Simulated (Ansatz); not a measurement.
`C#CCCCCCCCCCC=C` was relaxed with PBE-D4 (def2-SVP) in Ansatz in these states: charge -1 doublet, neutral singlet. The geometries follow in no particular order.

A:

Cartesian coordinates in Å:
```
C -0.6573 1.4163 2.1831
C -1.4132 1.8327 1.3152
C -2.2788 2.2867 0.2280
C -1.5432 3.0586 -0.8962
C -0.2439 2.4000 -1.3764
C -0.3751 0.9302 -1.7852
C 0.9691 0.2821 -2.1334
C 0.9264 -1.2473 -2.2785
C 0.3897 -2.0052 -1.0517
C 1.0893 -1.6686 0.2694
C 0.5368 -2.4632 1.4651
C 1.2254 -2.1435 2.7611
C 0.6288 -1.6674 3.8693
H 0.0048 1.0311 2.9469
H -2.7882 1.3959 -0.2016
H -3.0930 2.9225 0.6390
H -2.2554 3.1750 -1.7416
H -1.3142 4.0844 -0.5382
H 0.5060 2.4650 -0.5576
H 0.1725 2.9943 -2.2191
H -1.0830 0.8243 -2.6390
H -0.8299 0.3706 -0.9411
H 1.3692 0.7277 -3.0706
H 1.7046 0.5533 -1.3438
H 0.3075 -1.5195 -3.1621
H 1.9534 -1.6084 -2.5076
H 0.4730 -3.0982 -1.2421
H -0.7004 -1.8125 -0.9367
H 2.1834 -1.8536 0.1712
H 0.9805 -0.5858 0.4933
H -0.5543 -2.2753 1.5647
H 0.6496 -3.5519 1.2516
H 2.3204 -2.3093 2.7769
H 1.2000 -1.4526 4.7864
H -0.4604 -1.4883 3.9014
```

B:

Cartesian coordinates in Å:
```
C -2.247 -0.570 0.289
C -2.277 0.701 0.004
C -1.991 1.982 0.718
C -1.625 1.897 2.230
C -0.592 0.812 2.559
C 0.679 0.862 1.706
C 1.482 -0.441 1.753
C 2.625 -0.531 0.728
C 2.209 -0.263 -0.729
C 1.070 -1.143 -1.260
C 0.573 -0.698 -2.651
C -0.502 -1.570 -3.241
C -1.830 -1.382 -3.007
H -2.443 -1.419 -0.415
H -1.163 2.513 0.186
H -2.855 2.684 0.617
H -1.275 2.902 2.576
H -2.551 1.676 2.807
H -1.090 -0.161 2.338
H -0.338 0.834 3.645
H 1.325 1.731 1.978
H 0.360 1.023 0.656
H 1.892 -0.606 2.777
H 0.765 -1.273 1.575
H 3.430 0.190 1.004
H 3.090 -1.541 0.796
H 3.102 -0.371 -1.388
H 1.901 0.802 -0.829
H 1.397 -2.209 -1.292
H 0.195 -1.099 -0.575
H 0.175 0.338 -2.536
H 1.446 -0.633 -3.345
H -0.167 -2.444 -3.834
H -2.584 -2.062 -3.439
H -2.188 -0.531 -2.400
```

Judge from the bond lengths which geometry belongs to which state (an estimate).

A is the neutral singlet (C1–C2 1.224 Å, C1–H14 1.082 Å, C2–C3 1.462 Å); B is the charge -1 doublet (C1–C2 1.303 Å, C1–H14 1.121 Å, C2–C3 1.494 Å).

At PBE-D4/def2-SVP the highest occupied level of the relaxed charge -1 doublet lies above zero (up to 2.58 eV). By energy differences it is unbound by 1.19 eV (each at its own geometry, against the charge 0 singlet, at PBE-D4/def2-SVP) and held by the finite basis.
